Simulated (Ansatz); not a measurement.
Start from `C[SiH]([AlH2])Cl` and change one atom or group to get `C[SiH]([AlH2])[SbH2]`.

Ansatz, PBE0-D4/def2-TZVP geometries, multiplicity 1. 

Elements past krypton have def2 core potentials.

```tsv
property	`C[SiH]([AlH2])Cl`
HOMO energy (B3LYP/def2-TZVPP) / eV	-7.13
LUMO energy (PBE/def2-TZVPP) / eV	-2.96
size of the dipole moment (B3LYP/def2-TZVPP) / D	1.80
LUMO energy (PBE0/def2-TZVPP) / eV	-2.21
LUMO energy (ωB97M-V/def2-TZVPP) / eV	-0.59
HOMO energy (PBE/def2-TZVPP) / eV	-6.21
```

Q: What does the change do to each property? (An estimate is asked.)

A: The calculation gave: 
| property | `C[SiH]([AlH2])[SbH2]` | shift |
| --- | --- | --- |
| HOMO energy (B3LYP/def2-TZVPP) / eV | -6.23 | 0.90 |
| LUMO energy (PBE/def2-TZVPP) / eV | -2.04 | 0.92 |
| size of the dipole moment (B3LYP/def2-TZVPP) / D | 2.03 | 0.23 |
| LUMO energy (PBE0/def2-TZVPP) / eV | -1.29 | 0.92 |
| LUMO energy (ωB97M-V/def2-TZVPP) / eV | 0.43 | 1.02 |
| HOMO energy (PBE/def2-TZVPP) / eV | -5.52 | 0.69 |

Dipoles are sizes alone; their direction can turn.

B3LYP here is the variant with VWN-RPA as its local correlation; programs differ in this.

Spin–orbit coupling is left out; it splits and shifts lone-pair levels of the heavy atoms by tenths of an eV.
